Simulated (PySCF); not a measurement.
C3H3, SMILES C#C[CH2] (connectivity only; charge and spin as stated), charge +1, multiplicity 1.

Geometry optimised at PBE0-D3(BJ)/def2-TZVP. The multiplicity is an assumed one; other spin states were not compared. The isomer is the one that the SMILES or the coordinates give; other isomers of the formula were not compared.

Method: TDDFT-PBE/def2-SVPD in PySCF.

Vertical excitations.  State labels are in the subgroup C2v.

Question: Estimate the UV-visible absorptions. (Estimate from the structure and the level; the computed values follow.)

Answer: 
| state | symmetry | energy (eV) | λ (nm) | f | main pairs |
|---|---|---|---|---|---|
| S1 | A2 | 2.19 | 567 | 0.000 | HOMO→LUMO 100 % |
| S2 | A1 | 5.48 | 226 | 0.115 | HOMO−1→LUMO 88 %, HOMO→LUMO+1 14 % |
| S3 | A2 | 6.59 | 188 | 0.000 | HOMO−2→LUMO 100 % |
| S4 | B1 | 7.36 | 169 | 0.008 | HOMO−3→LUMO 100 % |
| S5 | A2 | 8.33 | 149 | 0.000 | HOMO→LUMO+2 92 % |
| S6 | B1 | 8.60 | 144 | 0.000 | HOMO−4→LUMO 99 % |
| S7 | A2 | 8.68 | 143 | 0.000 | HOMO−1→LUMO+1 92 % |
| S8 | A1 | 9.07 | 137 | 0.823 | HOMO→LUMO+1 70 %, HOMO−1→LUMO 15 %, HOMO−1→LUMO+2 14 % |
| S9 | B2 | 9.53 | 130 | 0.005 | HOMO→LUMO+3 100 % |
| S10 | B2 | 10.52 | 118 | 0.000 | HOMO→LUMO+4 97 % |
| T1 | A2 | 1.69 | 734 | 0 | HOMO→LUMO 100 % |
| T2 | A1 | 2.75 | 452 | 0 | HOMO−1→LUMO 100 % |
| T3 | A1 | 5.67 | 219 | 0 | HOMO→LUMO+1 98 % |
| T4 | A2 | 5.93 | 209 | 0 | HOMO−2→LUMO 99 % |
Triplets are in the Tamm–Dancoff approximation, which puts them higher than full response would, so one can lie above its singlet here.
